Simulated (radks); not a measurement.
Neutral hydrogen inside a hard spherical wall (all orbitals vanish at R), configuration held at 1s1 and not refilled when levels cross. Method: scalar-relativistic Kohn-Sham, PBE, spin-unpolarised, spherical densities, finite nucleus; Gaussian nuclear charge, rms radius 0.8783 fm; without spin polarisation the odd electron is poorly described; computed with a radial shooting solver on a logarithmic mesh with Libxc functionals. Eigenvalues in eV, with the zero of energy where the potential of the charges vanishes at infinity; a dash marks a level that is unbound or too diffuse for the functional's potential to be trusted. A positive occupied level is held by the wall or, in an anion where self-interaction has pushed it up, behind a barrier. The pressure on the wall is -dE/dV.

R (bohr)  E (hartree)  kinetic (hartree)   e(1s)  e(2s, empty)  e(2p, empty)  pressure (GPa)
free         -0.45893              0.447  -6.493             -             -               0
20           -0.45893              0.447  -6.493             -             -        < 0.0001
8            -0.45880              0.449  -6.474         2.325         2.044         0.00641
6            -0.45708              0.460  -6.311         5.755         4.084           0.158
5            -0.45212              0.484  -5.963         9.904         6.390           0.828
4            -0.43388              0.552  -4.963        18.509        11.004            4.81
3.5          -0.41038              0.624  -3.865        26.393        15.159            12.4
3            -0.36311              0.746  -1.887        39.124        21.816            34.5
2.5          -0.26358              0.966   1.887        61.155        33.272             108
1.5           0.55432              2.331  28.840        197.55        103.78            2020
